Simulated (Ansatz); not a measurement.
Harmonic vibrations of `CC(O)[O][AlH2]` by finite differences.

```yaml
crystal:
  periodic: [false, false, false]
  atoms:
    - {symbol: C, position_ang: [-1.496540, 0.866075, -0.269894]}
    - {symbol: C, position_ang: [-0.586935, -0.308557, -0.015981]}
    - {symbol: O, position_ang: [-0.312177, -0.336757, 1.366700]}
    - {symbol: O, position_ang: [0.579292, -0.184385, -0.763854]}
    - {symbol: Al, position_ang: [2.203608, -0.313499, -0.291100]}
    - {symbol: H, position_ang: [-1.008952, 1.781894, 0.070715]}
    - {symbol: H, position_ang: [-2.436400, 0.744026, 0.270094]}
    - {symbol: H, position_ang: [-1.700245, 0.951339, -1.337367]}
    - {symbol: H, position_ang: [-1.083149, -1.245615, -0.309236]}
    - {symbol: H, position_ang: [0.061398, -1.193387, 1.593414]}
    - {symbol: H, position_ang: [2.604509, -1.191296, 0.966129]}
    - {symbol: H, position_ang: [3.252591, 0.375061, -1.245518]}
basis:
  gaussian: {orbitals: def2-TZVP}
hamiltonian: {xc: pbe0, dispersion: d4}
phonons: {temperatures: {t_min: 298.15, t_max: 900, t_step: 200}}
```

```sh
$ ansatz run in.yaml --threads 4 --pin off --events-out ev --progress --plain
```

Output, abridged:

```
Functional definition: PBE0
mean field -12872.73062562 eV, -473.0641250412 hartree, gradient 5.2e-5 eV, S^2 0.000000; 0 other end points of the search recorded, 0 dependent functions left out
mean field -12872.73043289 eV, -473.0641179588 hartree, gradient 2.2e-6 eV, S^2 0.000000; 0 other end points of the search recorded, 0 dependent functions left out
mean field -12872.73047866 eV, -473.0641196405 hartree, gradient 2.3e-6 eV, S^2 0.000000; 0 other end points of the search recorded, 0 dependent functions left out
mean field -12872.73047976 eV, -473.0641196812 hartree, gradient 2.3e-6 eV, S^2 0.000000; 0 other end points of the search recorded, 0 dependent functions left out
mean field -12872.73045280 eV, -473.0641186902 hartree, gradient 2.3e-6 eV, S^2 0.000000; 0 other end points of the search recorded, 0 dependent functions left out
mean field -12872.73043546 eV, -473.0641180530 hartree, gradient 2.2e-6 eV, S^2 0.000000; 0 other end points of the search recorded, 0 dependent functions left out
mean field -12872.73045414 eV, -473.0641187396 hartree, gradient 2.3e-6 eV, S^2 0.000000; 0 other end points of the search recorded, 0 dependent functions left out
mean field -12872.73045883 eV, -473.0641189119 hartree, gradient 2.2e-6 eV, S^2 0.000000; 0 other end points of the search recorded, 0 dependent functions left out
mean field -12872.73047039 eV, -473.0641193368 hartree, gradient 2.3e-6 eV, S^2 0.000000; 0 other end points of the search recorded, 0 dependent functions left out
mean field -12872.73043889 eV, -473.0641181791 hartree, gradient 2.3e-6 eV, S^2 0.000000; 0 other end points of the search recorded, 0 dependent functions left out
mean field -12872.73043478 eV, -473.0641180280 hartree, gradient 2.2e-6 eV, S^2 0.000000; 0 other end points of the search recorded, 0 dependent functions left out
mean field -12872.73049076 eV, -473.0641200854 hartree, gradient 2.2e-6 eV, S^2 0.000000; 0 other end points of the search recorded, 0 dependent functions left out
mean field -12872.73049390 eV, -473.0641202007 hartree, gradient 2.3e-6 eV, S^2 0.000000; 0 other end points of the search recorded, 0 dependent functions left out
mean field -12872.73057401 eV, -473.0641231446 hartree, gradient 2.3e-6 eV, S^2 0.000000; 0 other end points of the search recorded, 0 dependent functions left out
mean field -12872.73058336 eV, -473.0641234882 hartree, gradient 2.2e-6 eV, S^2 0.000000; 0 other end points of the search recorded, 0 dependent functions left out
mean field -12872.73045710 eV, -473.0641188484 hartree, gradient 2.2e-6 eV, S^2 0.000000; 0 other end points of the search recorded, 0 dependent functions left out
mean field -12872.73048167 eV, -473.0641197514 hartree, gradient 2.3e-6 eV, S^2 0.000000; 0 other end points of the search recorded, 0 dependent functions left out
mean field -12872.73053552 eV, -473.0641217304 hartree, gradient 2.3e-6 eV, S^2 0.000000; 0 other end points of the search recorded, 0 dependent functions left out
mean field -12872.73049081 eV, -473.0641200871 hartree, gradient 2.2e-6 eV, S^2 0.000000; 0 other end points of the search recorded, 0 dependent functions left out
mean field -12872.73045825 eV, -473.0641188907 hartree, gradient 2.3e-6 eV, S^2 0.000000; 0 other end points of the search recorded, 0 dependent functions left out
mean field -12872.73048320 eV, -473.0641198074 hartree, gradient 2.2e-6 eV, S^2 0.000000; 0 other end points of the search recorded, 0 dependent functions left out
mean field -12872.73060312 eV, -473.0641242145 hartree, gradient 2.3e-6 eV, S^2 0.000000; 0 other end points of the search recorded, 0 dependent functions left out
mean field -12872.73060767 eV, -473.0641243815 hartree, gradient 2.3e-6 eV, S^2 0.000000; 0 other end points of the search recorded, 0 dependent functions left out
mean field -12872.73055741 eV, -473.0641225348 hartree, gradient 2.2e-6 eV, S^2 0.000000; 0 other end points of the search recorded, 0 dependent functions left out
mean field -12872.73058874 eV, -473.0641236860 hartree, gradient 2.3e-6 eV, S^2 0.000000; 0 other end points of the search recorded, 0 dependent functions left out
mean field -12872.73056794 eV, -473.0641229216 hartree, gradient 2.3e-6 eV, S^2 0.000000; 0 other end points of the search recorded, 0 dependent functions left out
mean field -12872.73047243 eV, -473.0641194118 hartree, gradient 2.2e-6 eV, S^2 0.000000; 0 other end points of the search recorded, 0 dependent functions left out
mean field -12872.73058025 eV, -473.0641233739 hartree, gradient 2.3e-6 eV, S^2 0.000000; 0 other end points of the search recorded, 0 dependent functions left out
mean field -12872.73060196 eV, -473.0641241718 hartree, gradient 2.3e-6 eV, S^2 0.000000; 0 other end points of the search recorded, 0 dependent functions left out
mean field -12872.73056888 eV, -473.0641229561 hartree, gradient 2.3e-6 eV, S^2 0.000000; 0 other end points of the search recorded, 0 dependent functions left out
mean field -12872.73056953 eV, -473.0641229800 hartree, gradient 2.3e-6 eV, S^2 0.000000; 0 other end points of the search recorded, 0 dependent functions left out
mean field -12872.73058734 eV, -473.0641236347 hartree, gradient 2.3e-6 eV, S^2 0.000000; 0 other end points of the search recorded, 0 dependent functions left out
mean field -12872.73059888 eV, -473.0641240588 hartree, gradient 2.3e-6 eV, S^2 0.000000; 0 other end points of the search recorded, 0 dependent functions left out
mean field -12872.73055260 eV, -473.0641223579 hartree, gradient 2.2e-6 eV, S^2 0.000000; 0 other end points of the search recorded, 0 dependent functions left out
mean field -12872.73054318 eV, -473.0641220117 hartree, gradient 2.3e-6 eV, S^2 0.000000; 0 other end points of the search recorded, 0 dependent functions left out
mean field -12872.73060349 eV, -473.0641242282 hartree, gradient 2.3e-6 eV, S^2 0.000000; 0 other end points of the search recorded, 0 dependent functions left out
mean field -12872.73060317 eV, -473.0641242163 hartree, gradient 2.3e-6 eV, S^2 0.000000; 0 other end points of the search recorded, 0 dependent functions left out
mean field -12872.73053827 eV, -473.0641218315 hartree, gradient 2.3e-6 eV, S^2 0.000000; 0 other end points of the search recorded, 0 dependent functions left out
mean field -12872.73054985 eV, -473.0641222569 hartree, gradient 2.2e-6 eV, S^2 0.000000; 0 other end points of the search recorded, 0 dependent functions left out
mean field -12872.73061161 eV, -473.0641245266 hartree, gradient 2.3e-6 eV, S^2 0.000000; 0 other end points of the search recorded, 0 dependent functions left out
mean field -12872.73060783 eV, -473.0641243876 hartree, gradient 2.3e-6 eV, S^2 0.000000; 0 other end points of the search recorded, 0 dependent functions left out
mean field -12872.73059012 eV, -473.0641237368 hartree, gradient 2.3e-6 eV, S^2 0.000000; 0 other end points of the search recorded, 0 dependent functions left out
mean field -12872.73058865 eV, -473.0641236826 hartree, gradient 2.3e-6 eV, S^2 0.000000; 0 other end points of the search recorded, 0 dependent functions left out
mean field -12872.73060065 eV, -473.0641241238 hartree, gradient 2.3e-6 eV, S^2 0.000000; 0 other end points of the search recorded, 0 dependent functions left out
mean field -12872.73061620 eV, -473.0641246953 hartree, gradient 2.2e-6 eV, S^2 0.000000; 0 other end points of the search recorded, 0 dependent functions left out
mean field -12872.73061626 eV, -473.0641246974 hartree, gradient 2.3e-6 eV, S^2 0.000000; 0 other end points of the search recorded, 0 dependent functions left out
mean field -12872.73060465 eV, -473.0641242708 hartree, gradient 2.3e-6 eV, S^2 0.000000; 0 other end points of the search recorded, 0 dependent functions left out
mean field -12872.73051955 eV, -473.0641211433 hartree, gradient 2.3e-6 eV, S^2 0.000000; 0 other end points of the search recorded, 0 dependent functions left out
mean field -12872.73052775 eV, -473.0641214446 hartree, gradient 2.2e-6 eV, S^2 0.000000; 0 other end points of the search recorded, 0 dependent functions left out
mean field -12872.73058901 eV, -473.0641236959 hartree, gradient 2.3e-6 eV, S^2 0.000000; 0 other end points of the search recorded, 0 dependent functions left out
mean field -12872.73059376 eV, -473.0641238704 hartree, gradient 2.3e-6 eV, S^2 0.000000; 0 other end points of the search recorded, 0 dependent functions left out
mean field -12872.73054842 eV, -473.0641222042 hartree, gradient 2.2e-6 eV, S^2 0.000000; 0 other end points of the search recorded, 0 dependent functions left out
mean field -12872.73055129 eV, -473.0641223098 hartree, gradient 2.3e-6 eV, S^2 0.000000; 0 other end points of the search recorded, 0 dependent functions left out
mean field -12872.73060006 eV, -473.0641241019 hartree, gradient 2.3e-6 eV, S^2 0.000000; 0 other end points of the search recorded, 0 dependent functions left out
mean field -12872.73060124 eV, -473.0641241454 hartree, gradient 2.3e-6 eV, S^2 0.000000; 0 other end points of the search recorded, 0 dependent functions left out
mean field -12872.73060000 eV, -473.0641240998 hartree, gradient 2.3e-6 eV, S^2 0.000000; 0 other end points of the search recorded, 0 dependent functions left out
mean field -12872.73060036 eV, -473.0641241131 hartree, gradient 2.3e-6 eV, S^2 0.000000; 0 other end points of the search recorded, 0 dependent functions left out
mean field -12872.73049562 eV, -473.0641202639 hartree, gradient 2.3e-6 eV, S^2 0.000000; 0 other end points of the search recorded, 0 dependent functions left out
mean field -12872.73049716 eV, -473.0641203204 hartree, gradient 2.2e-6 eV, S^2 0.000000; 0 other end points of the search recorded, 0 dependent functions left out
mean field -12872.73060741 eV, -473.0641243720 hartree, gradient 2.3e-6 eV, S^2 0.000000; 0 other end points of the search recorded, 0 dependent functions left out
mean field -12872.73059395 eV, -473.0641238777 hartree, gradient 2.3e-6 eV, S^2 0.000000; 0 other end points of the search recorded, 0 dependent functions left out
mean field -12872.73063051 eV, -473.0641252209 hartree, gradient 2.3e-6 eV, S^2 0.000000; 0 other end points of the search recorded, 0 dependent functions left out
mean field -12872.73060585 eV, -473.0641243148 hartree, gradient 2.3e-6 eV, S^2 0.000000; 0 other end points of the search recorded, 0 dependent functions left out
mean field -12872.73060905 eV, -473.0641244323 hartree, gradient 2.3e-6 eV, S^2 0.000000; 0 other end points of the search recorded, 0 dependent functions left out
mean field -12872.73061399 eV, -473.0641246138 hartree, gradient 2.3e-6 eV, S^2 0.000000; 0 other end points of the search recorded, 0 dependent functions left out
mean field -12872.73060259 eV, -473.0641241948 hartree, gradient 2.3e-6 eV, S^2 0.000000; 0 other end points of the search recorded, 0 dependent functions left out
mean field -12872.73059419 eV, -473.0641238864 hartree, gradient 2.3e-6 eV, S^2 0.000000; 0 other end points of the search recorded, 0 dependent functions left out
mean field -12872.73061161 eV, -473.0641245266 hartree, gradient 2.3e-6 eV, S^2 0.000000; 0 other end points of the search recorded, 0 dependent functions left out
mean field -12872.73059628 eV, -473.0641239631 hartree, gradient 2.3e-6 eV, S^2 0.000000; 0 other end points of the search recorded, 0 dependent functions left out
mean field -12872.73061752 eV, -473.0641247437 hartree, gradient 2.3e-6 eV, S^2 0.000000; 0 other end points of the search recorded, 0 dependent functions left out
mean field -12872.73061321 eV, -473.0641245853 hartree, gradient 2.3e-6 eV, S^2 0.000000; 0 other end points of the search recorded, 0 dependent functions left out
mean field -12872.73060513 eV, -473.0641242884 hartree, gradient 2.3e-6 eV, S^2 0.000000; 0 other end points of the search recorded, 0 dependent functions left out
mean field -12872.73061012 eV, -473.0641244719 hartree, gradient 2.3e-6 eV, S^2 0.000000; 0 other end points of the search recorded, 0 dependent functions left out
Total energy: -12872.91468623 eV, -473.0708891441 hartree
Atom 0 at    -1.496540     0.866075    -0.269894 Å, force     0.001080    -0.000176    -0.001862 eV/Å
Atom 1 at    -0.586935    -0.308557    -0.015981 Å, force    -0.000660     0.001623     0.000326 eV/Å
Atom 2 at    -0.312177    -0.336757     1.366700 Å, force     0.001221    -0.002053     0.001023 eV/Å
Atom 3 at     0.579292    -0.184385    -0.763854 Å, force    -0.003965     0.000450    -0.001563 eV/Å
Atom 4 at     2.203608    -0.313499    -0.291100 Å, force     0.001692    -0.001264     0.000877 eV/Å
Atom 5 at    -1.008952     1.781894     0.070715 Å, force     0.000103     0.000041     0.000023 eV/Å
Atom 6 at    -2.436400     0.744026     0.270094 Å, force     0.000323    -0.000508     0.000186 eV/Å
Atom 7 at    -1.700245     0.951339    -1.337367 Å, force    -0.000450     0.000758    -0.000057 eV/Å
Atom 8 at    -1.083149    -1.245615    -0.309236 Å, force     0.000167    -0.000292    -0.000473 eV/Å
Atom 9 at     0.061398    -1.193387     1.593414 Å, force     0.000253     0.000616     0.000847 eV/Å
Atom 10 at     2.604509    -1.191296     0.966129 Å, force     0.000372     0.000600     0.000269 eV/Å
Atom 11 at     3.252591     0.375061    -1.245518 Å, force    -0.000137     0.000206     0.000403 eV/Å
Dipole moment:    -0.059309    -0.232219     0.010829 e Å
Vibrations: 62.89 79.55 184.74 237.46 353.96 373.47 457.01 543.04 607.49 644.31 711.55 799.94 905.94 992.39 1081.14 1138.76 1188.76 1280.53 1374.63 1388.28 1450.59 1475.39 1477.29 1925.92 1963.42 2994.66 3064.82 3147.28 3158.63 3850.16 cm⁻¹, zero-point energy 2.412360 eV
```

Run time 3.6 min (4 threads of a server CPU on a shared host); peak host memory 0.53 GiB.
